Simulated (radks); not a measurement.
The numbers below are computed, except where a source is named.
Coherent X-ray form factor from a spherical all-electron density. Code: a radial shooting solver on a logarithmic mesh with Libxc functionals. Model: Dirac Kohn-Sham, PBEsol, spin-unpolarised, spherical densities, point nucleus.

| sin(theta)/lambda (1/angstrom) | f0 (electrons) |
|---|---|
| 0.05 | 45.365 |
| 0.1 | 43.605 |
| 0.15 | 41.077 |
| 0.2 | 38.181 |
| 0.25 | 35.239 |
| 0.3 | 32.456 |
| 0.4 | 27.733 |
| 0.5 | 24.201 |
| 0.6 | 21.617 |
| 0.8 | 18.054 |
| 1 | 15.294 |
| 1.25 | 12.219 |
| 1.5 | 9.691 |
| 2 | 6.663 |

The species is in the configuration that NIST lists as its ground one. Which atom or ion scatters so?

Answer. The silver ion Ag+, [Kr] 4d10. Extrapolating in s^2 from the first two rows gives f0(0) = 46.0, near the electron count 46; among species with that count, the fall with angle is slower the higher Z, and the table is that of Z = 47; from so few rows the species is fixed only to a neighbour or two.
